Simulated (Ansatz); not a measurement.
`N[SiH](Cl)Cl` and `[SiH3]N[SiH](Cl)Cl` differ in one atom or group.

Ansatz, PBE0-D4/def2-TZVP geometries, multiplicity 1. Each molecule was computed in one conformer, which needn't be the lowest.

```json
{"property": "HOMO energy (PBE/def2-TZVPP) / eV", "`N[SiH](Cl)Cl`": "-6.75"}
{"property": "HOMO–LUMO gap (ωB97M-V/def2-TZVPP) / eV", "`N[SiH](Cl)Cl`": "12.60"}
{"property": "HOMO energy (B3LYP/def2-TZVPP) / eV", "`N[SiH](Cl)Cl`": "-7.95"}
{"property": "size of the dipole moment (B3LYP/def2-TZVPP) / D", "`N[SiH](Cl)Cl`": "2.31"}
{"property": "LUMO energy (ωB97M-V/def2-TZVPP) / eV", "`N[SiH](Cl)Cl`": "2.04"}
{"property": "size of the dipole moment (ωB97M-V/def2-TZVPP) / D", "`N[SiH](Cl)Cl`": "2.31"}
```

Problem. Give the same properties after the change, and the shifts. (An estimate is asked.)

Solution. Ansatz gave: 
| property | `[SiH3]N[SiH](Cl)Cl` | shift |
| --- | --- | --- |
| HOMO energy (PBE/def2-TZVPP) / eV | -6.79 | -0.04 |
| HOMO–LUMO gap (ωB97M-V/def2-TZVPP) / eV | 11.98 | -0.62 |
| HOMO energy (B3LYP/def2-TZVPP) / eV | -7.90 | 0.05 |
| size of the dipole moment (B3LYP/def2-TZVPP) / D | 1.75 | -0.56 |
| LUMO energy (ωB97M-V/def2-TZVPP) / eV | 1.55 | -0.49 |
| size of the dipole moment (ωB97M-V/def2-TZVPP) / D | 1.73 | -0.58 |

With PBE0 the HOMO rises by 0.07 eV and the LUMO falls by 0.57 eV, so the gap narrows by about 0.64 eV. PBE moves the HOMO by -0.04 eV and ωB97M-V by 0.13 eV. Dipoles are sizes alone; their direction can turn.

B3LYP here is the variant with VWN-RPA as its local correlation; programs differ in this.
